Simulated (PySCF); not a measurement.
Molfile (atoms numbered from 1):
```
CH9ClO2Si3
     RDKit          3D

 16 15  0  0  0  0  0  0  0  0999 V2000
    2.4638    0.4256    0.3923 C   0  0  0  0  0  0  0  0  0  0  0  0
    1.1741    0.9549    0.5087 O   0  0  0  0  0  0  0  0  0  0  0  0
   -0.2020    0.2146    0.9439 Si  0  0  1  0  0  4  0  0  0  0  0  0
   -1.8070    1.7153    0.3100 Si  0  0  0  0  0  4  0  0  0  0  0  0
   -0.3440   -1.2023    0.1175 O   0  0  0  0  0  0  0  0  0  0  0  0
   -0.5911   -2.1014   -1.1894 Si  0  0  0  0  0  4  0  0  0  0  0  0
   -1.7906   -1.1135   -2.4599 Cl  0  0  0  0  0  0  0  0  0  0  0  0
    2.9033    0.2684    1.3797 H   0  0  0  0  0  0  0  0  0  0  0  0
    2.4420   -0.5284   -0.1398 H   0  0  0  0  0  0  0  0  0  0  0  0
    3.0712    1.1395   -0.1650 H   0  0  0  0  0  0  0  0  0  0  0  0
   -0.1056   -0.3500    2.2951 H   0  0  0  0  0  0  0  0  0  0  0  0
   -3.1243    1.0674    0.2754 H   0  0  0  0  0  0  0  0  0  0  0  0
   -1.6171    2.3317   -1.0091 H   0  0  0  0  0  0  0  0  0  0  0  0
   -1.9183    2.8144    1.2764 H   0  0  0  0  0  0  0  0  0  0  0  0
   -1.2572   -3.3013   -0.7088 H   0  0  0  0  0  0  0  0  0  0  0  0
    0.6952   -2.3260   -1.8383 H   0  0  0  0  0  0  0  0  0  0  0  0
  1  2  1  0
  2  3  1  0
  3  4  1  0
  3  5  1  0
  5  6  1  0
  6  7  1  0
  1  8  1  0
  1  9  1  0
  1 10  1  0
  3 11  1  1
  4 12  1  0
  4 13  1  0
  4 14  1  0
  6 15  1  0
  6 16  1  0
M  END
```

No relativistic terms, a single conformation, isolated molecule, rapidly exchanging positions averaged. Geometry: GFN2-xTB; PBE0/pcSseg-1 with gauge-including orbitals; PySCF.

References, each an isolated molecule treated in the same way: ¹³C and ¹H and ²⁹Si vs TMS; ¹⁷O vs H2O; HCl for ³⁵Cl.

```csv
atoms,nucleus,count,Hirshfeld charge,δ (ppm)
H16,¹H,1,-0.08,5.58
Si4,²⁹Si,1,0.20,-120.7
Si3,²⁹Si,1,0.39,-16.4
H8/H9/H10,¹H,3,0.05,?
H12/H13/H14,¹H,3,-0.07,3.34
O5,¹⁷O,1,-0.31,?
O2,¹⁷O,1,-0.23,45.1
Cl7,³⁵Cl,1,-0.11,42
Si6,²⁹Si,1,0.40,-26.7
C1,¹³C,1,-0.03,?
H11,¹H,1,-0.09,?
H15,¹H,1,-0.07,5.44
```

Question: Fill in the missing shifts.

Answer: 
- C1: 53.2 ppm, methyl carbon bonded to O; deshielded by the electronegative neighbour
- H11: 5.50 ppm, hydrogen on a silicon bonded to 2 O, Si
- H8/H9/H10: 3.97 ppm, hydrogen on a methyl carbon bonded to O; its carbon carries O, an electronegative neighbour
- O5: 98.3 ppm, oxygen bonded to 2 Si

Shifts are as computed. Against solution values, carbons near 30 ppm lie about +3 ppm off and those near 130 ppm about +5 ppm. Of 1211 compounds with measured shifts, 218 miss one by over three times the rms of a fit or turn the order of signals round; such compounds aren't used in these exercises. Experimental scales use liquid or dissolved standards, which lie at an offset from isolated H2O (liquid H2O: subtract about 36 ppm).
